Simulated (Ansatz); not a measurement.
## Worked example: Si(CH3)(SiH3)F2 + Si(SiH3)F3 → Si(CH3)(SiH3)2F + SiF4

Species: Si(CH3)(SiH3)F2, singlet; Si(SiH3)F3, singlet; Si(CH3)(SiH3)2F, singlet; SiF4 (silicon tetrafluoride) `F[Si](F)(F)F`, singlet. The partners trade F for SiH3; both sit on Si, so the bond types are kept.

Shapes, held fixed at every level: PBE0-D4/def2-TZVP. Programs: Ansatz 0.2.0. Electronic energies: no zero-point or thermal term.

At CCSD(T)/CBS estimate; 1 Eh = 2625.50 kJ/mol:

| species | energy (Eh) |
| --- | --- |
| Si(CH3)(SiH3)F2 | -819.551807 |
| Si(SiH3)F3 | -879.543230 |
| Si(CH3)(SiH3)2F | -1010.559452 |
| SiF4 | -688.534523 |

Problem. Work out ΔE of the reaction at this level.

Solution. 
1. Products less reactants: (-1010.559452) + (-688.534523) − [(-819.551807) + (-879.543230)] = 0.001062 Eh = +2.8 kJ/mol.

Other levels give +0.5 (CCSD(T)/def2-TZVPP) to +9.5 kJ/mol (PBE-D4/def2-TZVPP). No measured value is set beside it here. The CBS estimate extrapolates MP2 from def2-TZVPP and def2-QZVPP and adds CCSD(T) − MP2 in the triple-zeta set, cores frozen. That is about zero within the method's error.
